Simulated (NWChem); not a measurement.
System: SiH3S2F; SMILES [SiH](F)(S)S

The following NWChem deck was run.

```
start job
memory heap 200 mb stack 900 mb global 1100 mb
geometry units angstroms noautosym nocenter noautoz
  Si    -0.442214    -0.441657    -0.010611
  F     -1.865635     0.327527     0.132529
  S      0.694598     0.213966    -1.678134
  S      0.751243     0.055816     1.675660
  H     -0.790288    -1.877539    -0.148821
  H      0.131145    -0.677223    -2.524284
  H     -0.306005     0.077306     2.518880
end
basis spherical
  * library def2-svp
end
dft
  xc m06-2x
  iterations 150
end
cosmo
  do_cosmo_smd true
  solvent cychexan
end
task dft energy
```

Geometry: optimised at PBE0/def2-SVP. Solvent: cyclohexane.

Level: M06-2X/def2-SVP with SMD (1 M gas to 1 M solution), gas-phase geometry. Reactions with the solvent are ignored.

Problem. Predict the main results of this run. (M06-2X/def2-SVP, SMD on the gas-phase geometry.) Quantities: solvation free energy (kcal/mol); cavity-dispersion-structure term (kcal/mol); dipole in solution (D).

Solution. 
```yaml
solvation free energy (kcal/mol): -4.0
cavity-dispersion-structure term (kcal/mol): -1.8
dipole in solution (D): 1.92
```
